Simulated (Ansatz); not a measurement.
Relaxation of CH2OSeSi (6 atoms, charge 0, multiplicity 1), to a largest force component of 0.015 eV/Å in at most 40 steps.

These are results of RKS revPBE-D4/def2-SVP (Ansatz), not measurements.

```xyz
6
Properties=species:S:1:pos:R:3
O 0.530 -0.667 -2.229
Si -0.170 -0.659 -0.780
C 0.072 0.341 0.625
Se -0.400 0.093 2.356
H 1.379 -0.285 -2.445
H -1.411 1.178 2.472
```

Question: Where does it end, and by what steps?

Answer: It converged. After 11 steps the energy has fallen by 0.353 eV; H5 moved furthest, 0.59 Å.

```tsv
step	energy less start (eV)	largest force component (eV/Å)	accepted
0	0.0000	1.745	yes
1	-0.1678	0.988	yes
2	-0.2311	1.361	yes
3	-0.2517	0.848	yes
4	-0.3120	0.720	yes
5	-0.3402	0.332	yes
6	-0.3447	0.242	yes
7	-0.3515	0.079	yes
8	-0.3522	0.028	yes
9	-0.3525	0.017	yes
10	-0.3526	0.025	yes
11	-0.3528	0.012	yes
```

```xyz
6
Properties=species:S:1:pos:R:3
O 0.643 -0.604 -2.213
Si -0.405 -1.004 -0.933
C -0.084 -0.056 0.518
Se -0.237 0.207 2.258
H 1.302 0.078 -1.988
H -1.219 1.379 2.358
```

Whether the end is a true minimum wasn't checked by a vibrational analysis.

Time of the run: 16 s on 1 thread of Intel(R) Xeon(R) 6975P-C (Granite Rapids) (shared host), peak memory 0.16 GiB.
